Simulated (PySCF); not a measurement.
Z-matrix (Å, degrees):
```
Sn
C 1 1.9414
H 2 1.0793 1 121.41
H 2 1.0793 3 117.18 1 179.99
H 1 1.6892 2 123.36 3 -0.02
H 1 1.6892 5 113.29 2 179.99
```
Charge 0, multiplicity 1.

Q: Predict the LUMO, total energy, electron reorganisation energy (four-point), dipole moment and adiabatic electron affinity (no zero-point term) from CAM-B3LYP-D3(BJ)/def2-TZVP (PySCF).

A: 
| Item | Result |
|---|---|
| LUMO | -0.62 eV |
| total energy | -6930.58 eV |
| electron reorganisation energy (four-point) | 2.103 eV |
| dipole moment | 0.222 e·Å |
| adiabatic electron affinity (no zero-point term) | 1.04 eV |
